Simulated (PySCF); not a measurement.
Isomers of C5H13F2NSi, mass 153.079 u with the commonest isotopes. Method: PBE0/pcSseg-1 in PySCF (dipole) on a GFN2-xTB geometry, gas phase. One conformer each, none proved a minimum here; rigid rotors.

Task: Order these by rotational constant C, smallest first.
A. `[CH3:1][NH:2][C@@:3]([CH3:4])([SiH2:5][CH3:6])[CH:7]([F:8])[F:9]` with C1–N2–C3–C4 62°, N2–C3–Si5–C6 61°, N2–C3–C7–F8 -157°
B. `[CH3:1][C@@H:2]([F:3])[C@@H:4]([F:5])[SiH2:6][N:7]([CH3:8])[CH3:9]` with C1–C2–C4–F5 70°, C2–C4–Si6–N7 173°, C4–Si6–N7–C8 -168°
C. `[CH3:1][N:2]([CH3:3])[SiH2:4][C@@H:5]([F:6])[CH2:7][CH2:8][F:9]` with C1–N2–Si4–C5 165°, N2–Si4–C5–F6 84°, Si4–C5–C7–C8 -55°, C5–C7–C8–F9 75°

Result: B (600.5 MHz), C (630.3 MHz), A (918.0 MHz).

Task: Order these by rotational constant B, smallest first.
A. `[CH3:1][C@@H:2]([F:3])[C@@H:4]([F:5])[SiH2:6][N:7]([CH3:8])[CH3:9]` with C1–C2–C4–F5 70°, C2–C4–Si6–N7 173°, C4–Si6–N7–C8 -168°
B. `[CH3:1][NH:2][C@@:3]([CH3:4])([SiH2:5][CH3:6])[CH:7]([F:8])[F:9]` with C1–N2–C3–C4 62°, N2–C3–Si5–C6 61°, N2–C3–C7–F8 -157°
C. `[CH3:1][N:2]([CH3:3])[SiH2:4][C@@H:5]([F:6])[CH2:7][CH2:8][F:9]` with C1–N2–Si4–C5 165°, N2–Si4–C5–F6 84°, Si4–C5–C7–C8 -55°, C5–C7–C8–F9 75°

Result: A (720.6 MHz), C (775.7 MHz), B (1134 MHz).

Task: Order these by out-of-plane moment Σ m c² = (Ia + Ib − Ic)/2, largest first.
A. `[CH3:1][NH:2][C@@:3]([CH3:4])([SiH2:5][CH3:6])[CH:7]([F:8])[F:9]` with C1–N2–C3–C4 62°, N2–C3–Si5–C6 61°, N2–C3–C7–F8 -157°
B. `[CH3:1][C@@H:2]([F:3])[C@@H:4]([F:5])[SiH2:6][N:7]([CH3:8])[CH3:9]` with C1–C2–C4–F5 70°, C2–C4–Si6–N7 173°, C4–Si6–N7–C8 -168°
C. `[CH3:1][N:2]([CH3:3])[SiH2:4][C@@H:5]([F:6])[CH2:7][CH2:8][F:9]` with C1–N2–Si4–C5 165°, N2–Si4–C5–F6 84°, Si4–C5–C7–C8 -55°, C5–C7–C8–F9 75°

Result: A (108.00 u·Å²), C (35.19 u·Å²), B (27.52 u·Å²).

```json
{"SMILES": "CN[C@@](C)([SiH2]C)C(F)F", "point group": "C1", "Ia (u·Å²)": "321.04", "Ib (u·Å²)": "445.47", "Ic (u·Å²)": "550.50", "κ": "-0.34", "μa (D)": "0.27", "μb (D)": "2.06", "μc (D)": "0.03"}
{"SMILES": "CN(C)[SiH2][C@@H](F)CCF", "point group": "C1", "Ia (u·Å²)": "220.61", "Ib (u·Å²)": "651.53", "Ic (u·Å²)": "801.77", "κ": "-0.82", "μa (D)": "0.07", "μb (D)": "0.62", "μc (D)": "1.15"}
{"SMILES": "C[C@@H](F)[C@@H](F)[SiH2]N(C)C", "point group": "C1", "Ia (u·Å²)": "195.33", "Ib (u·Å²)": "701.31", "Ic (u·Å²)": "841.60", "κ": "-0.88", "μa (D)": "0.56", "μb (D)": "0.64", "μc (D)": "0.34"}
```
